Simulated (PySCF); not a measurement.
Geometry (Å), atoms numbered from 1 in this order:
```xyz
16

C     2.932   -0.276    0.171
C     1.484   -0.090   -0.107
C     0.408   -0.343    0.689
N    -0.722   -0.002   -0.019
Si   -2.389   -0.176    0.496
O    -3.341    0.622   -0.534
C    -0.251    0.435   -1.222
N     1.040    0.402   -1.308
H     3.360   -0.986   -0.535
H     3.459    0.669    0.054
H     3.076   -0.646    1.183
H     0.337   -0.728    1.685
H    -2.826   -1.552    0.334
H    -2.438    0.366    1.852
H    -3.231    1.546   -0.745
H    -0.905    0.767   -2.004
```

PySCF calculation with shielding tensors at PBE0/pcSseg-1 (GIAO) and structure optimised with GFN2-xTB; non-relativistic, equivalent nuclei averaged, one computed conformer, isolated molecule.

Scale: 13C, 1H, 29Si against TMS; 15N against NH3; 17O against H2O (reference shieldings calculated alike).

```
     atoms  nucleus  count  δ (ppm)
        C3      13C      1    116.0
        N4      15N      1    189.2
       H15       1H      1        ?
        C1      13C      1     16.5
       Si5     29Si      1        ?
   H13/H14       1H      2     5.46
       H16       1H      1        ?
        O6      17O      1        ?
        N8      15N      1    313.5
        C2      13C      1    148.5
H9/H10/H11       1H      3     2.42
        C7      13C      1    140.5
       H12       1H      1     6.47
```

Task: Fill in the missing shifts.

Result: 
- H16: 7.36 ppm, hydrogen on an aromatic CH between two ring heteroatoms; it sits in the deshielding region of the aromatic ring current
- H15: 2.01 ppm, hydrogen on an oxygen bonded to Si; exchangeable; this is the value without hydrogen bonding to other molecules
- Si5: -32.8 ppm, silicon bonded to N, O, 2 H
- O6: 23.3 ppm, oxygen bonded to Si, H

OH/NH shifts are gas-phase values; hydrogen bonding in solution moves them, usually downfield. Shifts are as computed. Against solution values, carbons near 30 ppm lie about +3 ppm off and those near 130 ppm about +5 ppm. Of 1211 compounds with measured shifts, 218 miss one by over three times the rms of a fit or turn the order of signals round; such compounds aren't used in these exercises. Experimental scales use liquid or dissolved standards, which lie at an offset from isolated NH3 (liquid NH3: subtract about 20 ppm) and H2O (liquid H2O: subtract about 36 ppm). Unscaled 15N shifts of sp2 nitrogen come out 20 to 40 ppm too high even then.
